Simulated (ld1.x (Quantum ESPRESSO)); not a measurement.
# An all-electron radial function and its pseudo partner (H (Z = 1))

Columns: radius, all-electron u(r) and pseudo u(r) of the 1s shell (level -6.37 eV) of hydrogen in the configuration 1s1; Wu–Cohen, scalar-relativistic, TM scheme, ld1.x (Quantum ESPRESSO) 7.5.

| r (bohr) | all-electron | pseudo |
| --- | --- | --- |
| 0.065 | 0.1154 | 0.0924 |
| 0.130 | 0.2160 | 0.1829 |
| 0.195 | 0.3034 | 0.2694 |
| 0.260 | 0.3788 | 0.3502 |
| 0.325 | 0.4434 | 0.4237 |
| 0.390 | 0.4984 | 0.4886 |
| 0.455 | 0.5448 | 0.5441 |
| 0.520 | 0.5836 | 0.5898 |
| 0.585 | 0.6155 | 0.6260 |
| 0.650 | 0.6413 | 0.6535 |
| 0.715 | 0.6617 | 0.6734 |
| 0.780 | 0.6773 | 0.6870 |
| 0.845 | 0.6887 | 0.6957 |
| 0.910 | 0.6963 | 0.7007 |
| 0.975 | 0.7007 | 0.7029 |
| 1.040 | 0.7021 | 0.7030 |
| 1.105 | 0.7010 | 0.7012 |
| 1.170 | 0.6976 | 0.6977 |
| 1.235 | 0.6923 | 0.6923 |
| 1.300 | 0.6853 | 0.6853 |
| 1.365 | 0.6768 | 0.6768 |
| 1.430 | 0.6670 | 0.6670 |
| 1.495 | 0.6561 | 0.6561 |
| 1.560 | 0.6443 | 0.6443 |
| 1.625 | 0.6317 | 0.6317 |
| 1.690 | 0.6184 | 0.6184 |

(1) How many radial nodes do the two functions have?

(2) At about which radius was the pseudo-wave matched?

(3) Where does each function peak?

(4) Is the pseudo-wave norm-conserving?

Answers

(1) The all-electron 1s function has n − l − 1 = 0; the pseudo-wave has 0.

(2) 1.30 bohr. The columns agree to 0.0005 from 1.10 bohr on; several derivatives are matched, so the curves merge somewhat inside the radius.

(3) Outermost all-electron maximum near 1.04 bohr, pseudo maximum near 1.04 bohr (to the table’s step).

(4) Yes: the TM scheme keeps the norm inside the radius equal to the all-electron one, which fixes the energy derivative of the logarithmic derivative at the level.
